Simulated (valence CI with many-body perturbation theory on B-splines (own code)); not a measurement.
E1 line list for Xe41+

Method: valence CI with perturbative core correlation (CI+MBPT): three valence electrons over a frozen Dirac-Fock core [Ne], a basis of 11 s, 11 p, 9 d, 7 f, 5 g, 2 h, 1 i functions for each j, with the one-electron correlation potential Σ1 (screened to all orders), the two-electron term Σ2, the three-electron term Σ3, Breit, model QED; selected single and double excitations, second order for the rest (own B-spline code, finite nucleus).

No measured spectrum was set against this ion. As an estimate, large intervals hold to a few tenths of a per cent, small ones and those within an open d or f shell to about a per cent.

Lines 151 to 200 of 282 in falling wavelength, among levels below 594.65 eV, chosen from the strongest by gf and those to the six lowest levels. Wavelengths and rates use the calculated energies. Electric multipoles are in the length gauge, E1 and E2 with the static RPA response of the core. Weak lines are less certain than strong ones. Lines between different terms over intervals too small for the method are left out, as are lines whose strength nearly cancels. The highest levels of a list are the least certain.

Levels are named by their leading jj configuration (3d3/2^4 stands for four electrons in 3d with j = 3/2), which in mixed levels can hold well under half, so a name can repeat and another be missing. Letters in brackets count levels of one name in rising energy.

```csv
λ vac (nm),Upper,Lower,A (s⁻¹),S (a.u.) with core polarisation,S without
6.024,(3p1/2 3p3/2 3d5/2) J=3/2 [b],(3s 3p1/2 3d5/2) J=5/2 [b],7.71e+10,3.33e-02,3.39e-02
5.999,(3s 3p3/2^2) J=3/2,(3s^2 3p3/2) J=3/2,4.65e+11,1.98e-01,2.02e-01
5.978,(3p1/2 3p3/2^2) J=3/2,(3s 3p1/2 3p3/2) J=5/2,1.21e+10,5.08e-03,5.19e-03
5.931,(3s 3p1/2 3d3/2) J=3/2 [a],(3s 3p1/2^2) J=1/2,1.67e+10,6.90e-03,7.04e-03
5.893,(3p1/2 3p3/2 3d3/2) J=5/2 [b],(3s 3p1/2 3d3/2) J=5/2,3.39e+10,2.05e-02,2.10e-02
5.892,(3s 3p3/2 3d3/2) J=3/2 [a],(3s 3p1/2 3p3/2) J=3/2 [b],3.74e+08,1.51e-04,1.54e-04
5.883,(3s 3p3/2 3d3/2) J=5/2 [a],(3s 3p1/2 3p3/2) J=3/2 [b],1.12e+10,6.75e-03,6.89e-03
5.871,(3s 3p3/2 3d3/2) J=1/2 [a],(3s 3p1/2 3p3/2) J=3/2 [b],9.89e+09,1.97e-03,2.01e-03
5.839,(3p1/2 3p3/2 3d3/2) J=3/2 [a],(3p1/2^2 3p3/2) J=3/2,4.25e+10,1.67e-02,1.70e-02
5.833,(3p1/2 3p3/2^2) J=5/2,(3s 3p1/2 3p3/2) J=3/2 [a],5.71e+09,3.36e-03,3.42e-03
5.826,(3p1/2 3p3/2 3d5/2) J=5/2 [b],(3s 3p1/2 3d5/2) J=5/2 [a],4.85e+10,2.84e-02,2.90e-02
5.765,(3s 3p3/2 3d5/2) J=3/2 [b],(3s^2 3d5/2) J=5/2,1.61e+11,6.07e-02,6.20e-02
5.765,(3s 3p3/2 3d5/2) J=1/2,(3s^2 3d3/2) J=3/2,7.01e+10,1.33e-02,1.35e-02
5.731,(3p3/2^3) J=3/2,(3s 3p3/2^2) J=5/2,5.67e+10,2.11e-02,2.15e-02
5.717,(3s 3p3/2 3d5/2) J=5/2 [b],(3s^2 3d5/2) J=5/2,1.06e+11,5.87e-02,5.99e-02
5.706,(3s 3d3/2^2) J=3/2,(3s 3p1/2 3d3/2) J=1/2,1.47e+11,5.39e-02,5.50e-02
5.689,(3p1/2 3p3/2 3d3/2) J=5/2 [b],(3s 3p1/2 3d3/2) J=3/2 [a],4.73e+10,2.58e-02,2.63e-02
5.673,(3p1/2 3p3/2^2) J=3/2,(3s 3p1/2 3p3/2) J=3/2 [a],1.03e+11,3.70e-02,3.78e-02
5.660,(3s 3p3/2 3d5/2) J=3/2 [a],(3s 3p1/2 3p3/2) J=1/2,7.75e+10,2.77e-02,2.83e-02
5.660,(3s 3d3/2 3d5/2) J=7/2 [a],(3s 3p1/2 3d5/2) J=5/2 [b],3.73e+10,2.67e-02,2.73e-02
5.658,(3p1/2 3p3/2 3d5/2) J=3/2 [b],(3s 3p1/2 3d5/2) J=5/2 [a],3.95e+10,1.41e-02,1.44e-02
5.588,(3p1/2 3p3/2 3d5/2) J=3/2 [b],(3s 3p1/2 3d3/2) J=1/2,4.99e+10,1.72e-02,1.75e-02
5.583,(3p1/2 3p3/2^2) J=1/2,(3s 3p1/2 3p3/2) J=3/2 [a],1.15e+10,1.98e-03,2.02e-03
5.570,(3s 3d3/2^2) J=5/2,(3s 3p1/2 3d3/2) J=3/2 [b],2.41e+11,1.24e-01,1.26e-01
5.530,(3s 3d3/2 3d5/2) J=5/2 [a],(3s 3p1/2 3d5/2) J=3/2,2.80e+10,1.40e-02,1.43e-02
5.490,(3s 3p3/2 3d3/2) J=3/2 [a],(3s 3p1/2 3p3/2) J=5/2,4.57e+10,1.49e-02,1.52e-02
5.482,(3s 3p3/2 3d3/2) J=5/2 [a],(3s 3p1/2 3p3/2) J=5/2,2.16e+11,1.06e-01,1.08e-01
5.480,(3s 3d3/2 3d5/2) J=7/2 [a],(3s 3p1/2 3d5/2) J=7/2,1.77e+11,1.15e-01,1.17e-01
5.456,(3s 3p3/2 3d5/2) J=3/2 [a],(3s 3p1/2 3p3/2) J=3/2 [b],8.20e+10,2.63e-02,2.68e-02
5.432,(3s 3p3/2 3d3/2) J=7/2,(3s 3p1/2 3p3/2) J=5/2,2.08e+11,1.32e-01,1.34e-01
5.374,(3s 3p3/2 3d3/2) J=3/2 [b],(3s 3p1/2 3p3/2) J=1/2,1.23e+11,3.78e-02,3.85e-02
5.362,(3s 3p3/2 3d5/2) J=5/2 [a],(3s 3p1/2 3p3/2) J=3/2 [b],2.84e+09,1.30e-03,1.32e-03
5.354,(3p1/2 3p3/2 3d3/2) J=3/2 [b],(3p1/2^2 3p3/2) J=3/2,3.09e+11,9.37e-02,9.55e-02
5.347,(3p1/2 3p3/2 3d3/2) J=5/2 [b],(3p1/2^2 3p3/2) J=3/2,1.40e+11,6.34e-02,6.46e-02
5.340,(3s 3d3/2 3d5/2) J=5/2 [a],(3s 3p1/2 3d5/2) J=7/2,4.28e+10,1.93e-02,1.97e-02
5.335,(3s 3d3/2 3d5/2) J=7/2 [a],(3s 3p1/2 3d5/2) J=5/2 [a],5.57e+10,3.34e-02,3.40e-02
5.325,(3s 3d3/2 3d5/2) J=3/2 [b],(3s 3p1/2 3d5/2) J=3/2,1.67e+11,4.96e-02,5.06e-02
5.314,(3s 3d3/2 3d5/2) J=7/2 [b],(3s 3p1/2 3d5/2) J=5/2 [b],1.27e+11,7.55e-02,7.70e-02
5.307,(3s 3d3/2 3d5/2) J=3/2 [b],(3s 3p1/2 3d5/2) J=5/2 [b],7.06e+10,2.08e-02,2.12e-02
5.298,(3s 3p1/2 3d3/2) J=1/2,(3s 3p1/2^2) J=1/2,3.22e+11,4.73e-02,4.82e-02
5.297,(3s 3d3/2 3d5/2) J=9/2,(3s 3p1/2 3d5/2) J=7/2,1.23e+11,9.06e-02,9.24e-02
5.294,(3s 3d3/2 3d5/2) J=5/2 [b],(3s 3p1/2 3d5/2) J=3/2,7.97e+10,3.50e-02,3.57e-02
5.276,(3s 3d3/2 3d5/2) J=5/2 [b],(3s 3p1/2 3d5/2) J=5/2 [b],1.55e+11,6.74e-02,6.87e-02
5.273,(3s 3d3/2 3d5/2) J=1/2,(3s 3p1/2 3d5/2) J=3/2,3.25e+11,4.71e-02,4.80e-02
5.272,(3s 3p1/2 3d3/2) J=3/2 [b],(3s 3p1/2^2) J=1/2,3.11e+11,8.99e-02,9.17e-02
5.271,(3s 3d3/2^2) J=1/2,(3s 3p1/2 3d3/2) J=3/2 [b],3.50e+11,5.06e-02,5.16e-02
5.261,(3p1/2 3p3/2 3d3/2) J=1/2 [b],(3p1/2^2 3p3/2) J=3/2,2.39e+11,3.44e-02,3.51e-02
5.246,(3s 3d3/2^2) J=1/2,(3s 3p1/2 3d3/2) J=1/2,1.92e+11,2.74e-02,2.79e-02
5.231,(3s 3p3/2 3d3/2) J=3/2 [a],(3s 3p1/2 3p3/2) J=3/2 [a],2.13e+11,6.02e-02,6.14e-02
5.224,(3s 3p3/2 3d3/2) J=5/2 [a],(3s 3p1/2 3p3/2) J=3/2 [a],1.01e+11,4.27e-02,4.36e-02
```
